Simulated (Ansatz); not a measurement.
Relaxation of ClFH$_{4}$OSi (8 atoms, charge 0, multiplicity 1), to a largest force component of 0.03 eV/Å in at most 50 steps.

All numbers below come from Ansatz 0.2.0, RHF/def2-SVPD.

```xyz
8
Properties=species:S:1:pos:R:3
Si 0.325 0.056 -0.042
Cl 0.377 -0.061 2.067
H 1.729 0.016 -0.466
H -0.372 1.257 -0.484
F -0.352 -1.287 -0.612
O -2.444 0.077 0.774
H -2.811 -0.746 0.492
H -2.170 -0.047 1.694
```

Problem. Where does it end, and by what steps?

Solution. It converged. The force dipped under the threshold on the way, but the program's further checks kept it going. After 19 steps the energy has fallen by 0.107 eV; H8 moved furthest, 0.94 Å.

| step | energy less start (eV) | largest force component (eV/Å) | accepted |
| --- | --- | --- | --- |
| 0 | 0.0000 | 1.269 | yes |
| 1 | -0.0771 | 0.365 | yes |
| 2 | -0.0909 | 0.568 | yes |
| 3 | -0.0953 | 0.385 | yes |
| 4 | -0.0974 | 0.173 | yes |
| 5 | -0.0927 | 0.806 | no |
| 6 | -0.1004 | 0.116 | yes |
| 7 | -0.1031 | 0.015 | yes |
| 8 | -0.1000 | 0.674 | no |
| 9 | -0.1041 | 0.190 | yes |
| 10 | -0.1047 | 0.230 | yes |
| 11 | -0.1056 | 0.129 | yes |
| 12 | -0.1059 | 0.098 | yes |
| 13 | -0.1064 | 0.081 | yes |
| 14 | -0.1066 | 0.061 | yes |
| 15 | -0.1067 | 0.110 | yes |
| 16 | -0.1068 | 0.061 | yes |
| 17 | -0.1070 | 0.030 | yes |
| 18 | -0.1070 | 0.052 | yes |
| 19 | -0.1071 | 0.028 | yes |

```xyz
8
Properties=species:S:1:pos:R:3
Si 0.538 0.074 -0.042
Cl 0.921 -0.028 1.985
H 1.808 -0.081 -0.759
H -0.182 1.307 -0.352
F -0.384 -1.194 -0.432
O -2.753 0.059 0.837
H -2.556 -0.796 0.487
H -3.110 -0.076 1.700
```

Whether the end is a true minimum wasn't checked by a vibrational analysis.

Run time: 44 s on 2 threads of Arm Neoverse V1, with other jobs on the host, peak memory 0.27 GiB.
